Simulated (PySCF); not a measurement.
Input for PySCF: R-MP2/6-31G* on FH5SeSi (a complex), monomers drawn apart or pushed together.

```python
from pyscf import gto, scf, dft, mp
from pyscf.data.elements import chemcore

mol = gto.M(
    atom='''
    Si    0.61402893   -1.35464198    0.86010965
    Se   -0.47343933    0.68384332    0.98736016
    H     0.05015240   -2.15991716   -0.24270941
    H     2.01749974   -0.99593806    0.57953026
    H     0.48859011   -2.07772637    2.13964288
    H    -1.75219666    0.08040352    1.39748303
    F     1.14749077    0.90473839    4.86502433
    H     0.69650496    1.01426926    4.04778451
    ''',
    basis='6-31g*',
    cart=True,
    charge=0, spin=0, verbose=3, max_memory=1800)
mf = scf.RHF(mol)
mf.conv_tol = 1e-8
mf.max_cycle = 100
mf.kernel()
if not mf.converged:
    mf = mf.newton().run(mf.mo_coeff, mf.mo_occ)
pt = mp.MP2(mf, frozen=chemcore(mol)).run()
```

Question: What total energy does the run end on?

Answer: -2791.3289 hartree.
